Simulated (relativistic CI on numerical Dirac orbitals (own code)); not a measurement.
Calculated at this level of theory: Dirac-Coulomb-Breit CI, KLI orbitals optimised for each configuration, model QED, unscaled Slater integrals (own radial code, finite nucleus).

Configurations in the expansion (outside the closed core [Ne]): 3s²3p⁶3d⁶, 3s²3p⁵3d⁷, 3s²3p⁴3d⁸, 3s3p⁶3d⁷, 3p⁶3d⁸, 3s3p⁵3d⁸, 3s²3p⁶3d⁵4s, 3s²3p⁶3d⁵4p, 3s²3p⁴3d⁷4s, 3s²3p⁶3d⁵4d, 3s²3p⁴3d⁷4p, 3s²3p⁵3d⁶4s, 3s²3p⁶3d⁵4f, 3s²3p⁴3d⁷4d, 3s3p⁵3d⁷4s, 3s²3p⁵3d⁶4p, 3s²3p⁵3d⁶4d, 3s²3p⁶3d⁴4s², 3s3p⁶3d⁶4s, 3p⁶3d⁷4s, 3p⁶3d⁷4p, 3s²3p⁶3d⁵5s, 3p⁶3d⁷4d, 3s3p⁶3d⁵4s². Levels of other configurations are missing.

At this charge energies of transitions that change n are usually good to better than 1 %, and those within a shell (Δn = 0) to a few per cent.

Outline of the computed level scheme of Tm XLVI. Lowest level of each configuration: 3s²3p⁶3d⁶ ³F4 at 0.000 eV; 3s²3p⁵3d⁷ ⁵G°6 at 336.501 eV.

Some strong electric-dipole decays among the lowest 45 levels: 3s²3p⁵3d⁷ ³D°3 → 3s²3p⁶3d⁶ ³F4 (1.5e+12 s⁻¹); 3s²3p⁵3d⁷ ³F°4 → 3s²3p⁶3d⁶ ³F4 (1.2e+12 s⁻¹); 3s²3p⁵3d⁷ ³P°2 → 3s²3p⁶3d⁶ ³P2 (7.5e+11 s⁻¹); 3s²3p⁵3d⁷ ³D°3 → 3s²3p⁶3d⁶ ³P2 (4.0e+11 s⁻¹); 3s²3p⁵3d⁷ ³G°5 → 3s²3p⁶3d⁶ ³F4 (2.4e+11 s⁻¹); 3s²3p⁵3d⁷ ³D°3 → 3s²3p⁶3d⁶ ³P2 (1.1e+11 s⁻¹); 3s²3p⁵3d⁷ ³D°3 → 3s²3p⁶3d⁶ ³P2 (8.4e+10 s⁻¹); 3s²3p⁵3d⁷ ³P°2 → 3s²3p⁶3d⁶ ³P2 (4.4e+10 s⁻¹).

LS names give the leading component of a level, which can be under half, so a name can repeat, a term be missing and a line seem to break the LS rules.
